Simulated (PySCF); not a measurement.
## Working with the constants of RuO

PBE0 constants of RuO, ⁵Δ (quintet), unpaired electrons σ ↑, π ↑↑, δ ↑ (PySCF, scalar-relativistic core potentials, basis sets Ru def2-TZVPPD with ECP28, O def2-TZVPPD; masses 101.9043 and 15.9949 u):

| Quantity | Value |
| --- | --- |
| ωe | 933.5 cm⁻¹ |
| ωexe | 4.3 cm⁻¹ |
| Be | 0.42791 cm⁻¹ |
| αe | 0.00256 cm⁻¹ |
| D (centrifugal) | 3.6e-07 cm⁻¹ |
| De to Ru (4d7 5s1) + O | 4.79 eV |

Question: Give the vibrational terms G(v) and spacings up to v = 6.

Answer: G(v) = ωe(v+½) − ωexe(v+½)².

```
v  G(v) (cm⁻¹)  G(v) − G(v−1)  Bv (cm⁻¹)
0          466                    0.4266
1         1391            925     0.4241
2         2307            916     0.4215
3         3215            908     0.4189
4         4114            899     0.4164
5         5004            890     0.4138
6         5886            882     0.4113
```

Question: How well does the Morse estimate ωe²/(4ωexe) reproduce De, and what is D0?

Answer: It gives 6.28 eV, 131 % of the computed De. D0 = De − G(0) = 4.79 − 0.06 = 4.73 eV.

The metal atom is held in its measured ground configuration; semilocal functionals can put another filling of s and d lower by some tenths of an eV, and De to that atom would be smaller. These are scalar-relativistic numbers at best; spin–orbit coupling would shift them, the dissociation energy most. With d or f electrons several states lie close, and the lowest PBE0 determinant need not be the measured ground state.
